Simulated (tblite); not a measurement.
A tight-binding relaxation on `O=S1(=O)CC(B(O)O)C1`.

Computed with GFN2-xTB geometry optimisation, gas phase (tblite 0.8.0). Start geometry: from a force field or distance geometry. The command runs a driver script over a list of jobs; the input below is this job's line of settings and its coordinates in Å.

Command:
```bash
OMP_NUM_THREADS=1 python probes_run.py task.json out
```

Input:
```
{"job": {"kind": "relax", "xc": "GFN2-xTB", "basis": "xTB"}, "charge": 0, "multiplicity": 1}
O     -1.902300     2.045700     0.291500
S     -1.911400     0.569400     0.160000
O     -3.226300    -0.106300     0.274100
C     -0.629600    -0.193300     1.149600
C      0.171900    -0.591200    -0.036400
B      1.599700     0.038100    -0.201300
O      1.949500     1.424300     0.076100
O      2.526700    -0.684000    -1.087400
C     -0.816100    -0.059900    -1.067500
H     -1.048600    -1.124200     1.638000
H     -0.202800     0.539900     1.838600
H      0.243500    -1.695400    -0.181900
H      2.099900     1.561800     1.064100
H      2.777500    -1.531200    -0.617600
H     -1.340200    -0.865600    -1.628900
H     -0.299000     0.680900    -1.682300
```

Output:
```
step      E/eV     max force
  0    -835.92821    3.719
  1    -836.61243    1.683
  2    -836.76955    0.904
  3    -836.84963    1.129
  4    -836.94638    1.008
  5    -837.03562    0.818
  6    -837.08048    0.928
  7    -837.15732    1.069
  8    -837.22685    0.746
  9    -837.28689    0.643
... (94 lines left out)
104    -837.91224    0.026
105    -837.91232    0.021
106    -837.91239    0.017
107    -837.91246    0.016
108    -837.91251    0.015
109    -837.91255    0.013
110    -837.91258    0.012
111    -837.91261    0.012
112    -837.91264    0.011
113    -837.91265    0.009
```

«max force» is the largest atomic force in eV/Å.

Q: From which step on does the largest force stay under 0.1 eV/Å, and how much energy is left to gain from there?

A: From step 77 (0.096 eV/Å), 10.3 meV above the end.

In short: energy lowered by 45.8 kcal/mol over 113 steps; largest atomic force 0.009 eV/Å at the end.

Q: Where do the atoms end?

A: 0.607 Å rms from the input after alignment:
```
atom  x, y, z in Å
O1    -1.0024    2.0707    0.4366
S2    -1.5679    0.7504    0.2873
O3    -2.9895    0.6244    0.4196
C4    -0.5764   -0.4940    1.1733
C5     0.2012   -0.7262   -0.1380
B6     1.6025    0.1233   -0.1547
O7     1.6196    1.4388    0.0542
O8     2.7872   -0.4866   -0.3793
C9    -0.8249   -0.1303   -1.1227
H10   -1.2084   -1.3256    1.4686
H11    0.0033   -0.1297    2.0146
H12    0.3593   -1.7930   -0.3240
H13    0.7676    1.8759    0.2154
H14    2.7763   -1.4296   -0.5299
H15   -1.5340   -0.8508   -1.5179
H16   -0.4213    0.4911   -1.9146
```

The run took 0.79 s wall on an Arm Neoverse V1 with one thread, no GPU, shared host.
Labels such as C1 count atoms from 1, the log's own numbers from 0.
